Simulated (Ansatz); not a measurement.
CH₄GeO₂S, SMILES `[OH][Ge]1([SH])[CH2][O]1`. Charge 0, multiplicity 1. Correlated methods include outer-core shells of Ge, which these sets cover unevenly. Scalar relativity is left out up to krypton.

```xyz
9

O     0.700   -1.959   -0.325
Ge    0.227   -0.267   -0.226
S     1.562    0.923   -1.502
C    -1.154    0.333    0.908
O    -1.554   -0.095   -0.426
H     1.643   -2.058   -0.477
H     1.378    2.037   -0.774
H    -1.295    1.395    1.108
H    -1.507   -0.310    1.714
```

Question: Give the diagnostics of a CCSD(T)/def2-TZVPP run (frozen core, Ansatz 0.2.0). (Best estimate.)

Answer: Ansatz gave: T1 = 0.0134, largest single amplitude 0.017, largest double 0.036, (T) share of the correlation energy 4.2 %, 10 CCSD cycles. The RHF solution is stable towards an unrestricted one. T1 lies under the customary mark of 0.02 for closed shells.
